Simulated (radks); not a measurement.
Results of a calculation; reference values are marked as such.
Problem. All-electron atom: the vanadium ion V4+ in [Ar] 3d1. Level of theory: non-relativistic Kohn-Sham, PBE, spin-polarised, spherical densities, point nucleus; open shells are filled with parallel spins first (a radial shooting solver on a logarithmic mesh with Libxc functionals). Some entries of the table are withheld. Estimate them.

orbital,occ.,eigenvalue (eV),<r> (bohr)
1s down,1,-5381.391,0.06705
1s up,1,-5381.385,0.06705
2s up,1,-652.4998,0.3110
2s down,1,-652.0006,0.3108
2p up,3,-559.1774,(1)
2p down,3,-558.7984,(2)
3s up,1,-122.7494,0.9284
3s down,1,-121.4534,0.9294
3p up,3,-96.8502,0.9698
3p down,3,-95.5786,0.9716
3d up,1,-56.0165,1.074
3d down,0,-54.7852,1.080

Solution. 
(1) 2p up <r> (bohr): 0.2752
(2) 2p down <r> (bohr): 0.2750
